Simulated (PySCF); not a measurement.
C2H9FOSi2, SMILES CO[Si@H](F)[SiH2]C.

Geometry: B3LYP-D3(BJ)/def2-SVP. The structure was generated by enumeration; whether it is a known compound was not checked. One conformer was computed; it need not be the lowest.

Two levels are set side by side: PBE/def2-TZVP (PySCF) and M06-2X/def2-TZVP (PySCF). Same geometry, gas phase. Differences are taken from unrounded values.

```json
[
 {"quantity": "orbital gap (eV)", "PBE": "5.80"},
 {"quantity": "highest occupied level (eV)", "PBE": "-6.75"},
 {"quantity": "lowest empty level (eV)", "PBE": "-0.95"},
 {"quantity": "dipole moment (D)", "PBE": "1.25"},
 {"quantity": "mean polarisability (bohr³)", "PBE": "85.3"}
]
```

Problem. These are the PBE values. What does M06-2X give? (Estimate from the structure and the level; the computed values follow.)

Solution. 
```csv
quantity,M06-2X,PBE minus M06-2X
orbital gap (eV),9.74,-3.94
highest occupied level (eV),-9.10,2.35
lowest empty level (eV),0.63,-1.58
dipole moment (D),1.28,-0.03
mean polarisability (bohr³),80.5,4.9
```

PBE's occupied levels lie high since its potential decays too fast outside the molecule; exact exchange lowers them and widens the gap. PBE's more diffuse valence density responds more strongly to a field. Differences between two approximate levels are no errors against the true value.

Rough cost on one machine, each run with all the roots and properties that it gave: M06-2X against PBE about 4 times.
